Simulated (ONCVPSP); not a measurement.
# Pb: variants of one ONCV potential

Base potential:

- Element: Pb (Z = 82)
- Generator: ONCVPSP 4.0.1
- Type: optimised norm-conserving Vanderbilt (ONCV)
- Functional: PBE
- Relativity: scalar-relativistic
- Frozen core: [Kr] 4d10 4f14
- Valence charge: 22
- Reference configuration: 5s2 5p6 5d10 6s2 6p2
- Partial waves: 5s+6s: rc 1.45 bohr, ncon 4, nbas 9, qcut 6.9 1/bohr, 2 projectors; 5p+6p: rc 1.70 bohr, ncon 3, nbas 7, qcut 10 1/bohr, 2 projectors; 5d: rc 1.45 bohr, ncon 4, nbas 9, qcut 9.4 1/bohr, 2 projectors, debl 3.2 Ha
- Local potential: polynomial inside 0.95 bohr (lpopt 5, dvloc0 -1 Ha)
- Core correction: Teter function, fcfact 3.25, rcfact 1.7

Cutoffs, loose and tight: the cutoffs (Ha) at which the residual kinetic energy of the hardest occupied pseudo-wave falls to 1 and 0.1 mHa per electron. They do not see the model core or the augmentation charge, which bear on the density cutoff. Test errors are all-electron minus pseudo excitation energies from the reference, over the configurations 5s2 5p6 5d10 6s2 6p1; 5s2 5p6 5d10 6s2 6p0; 5s2 5p6 5d10 6s1 6p0; 5s2 5p6 5d10 6s2 6p1.5. A dash means not determined; rows that change the core or the reference have their own tests.

| change | outcome | cutoff, loose | cutoff, tight | bound ghosts | GHOST(+) flags above zero | largest test error (meV) |
| --- | --- | --- | --- | --- | --- | --- |
| base | generated | 26 Ha | 55 Ha | none | s | -34 |
| s: qcut 7.7 | generated | 26 Ha | 33 Ha | none | s | -34 |
| s: qcut 8.8 | generated | 29 Ha | 34 Ha | none | s | -33 |
| s: qcut 10.4 | generated | 35 Ha | 41 Ha | none | s | -32 |

Question: What comes out with this change to the base: s: qcut 4.6?

Answer: outcome: generated; cutoff, loose: 35 Ha; cutoff, tight: 134 Ha; bound ghosts: none; GHOST(+) flags above zero: s; largest test error (meV): -35.

Question: What comes out with this change to the base: s: qcut 5.2?

Answer: outcome: generated; cutoff, loose: 32 Ha; cutoff, tight: 131 Ha; bound ghosts: none; GHOST(+) flags above zero: s; largest test error (meV): -35.

Question: What comes out with this change to the base: s: qcut 6.6?

Answer: outcome: generated; cutoff, loose: 26 Ha; cutoff, tight: 74 Ha; bound ghosts: none; GHOST(+) flags above zero: s; largest test error (meV): -34.

Reading the sweep of the qcut of the s channel (base included, trends over the rows without a ghost): The loose cutoff is not monotonic: lowest 26 Ha at 6.6 1/bohr, highest 35 Ha at 4.6 1/bohr. The median size of the test errors (rows with all tests solved) stays near 6.5 meV.
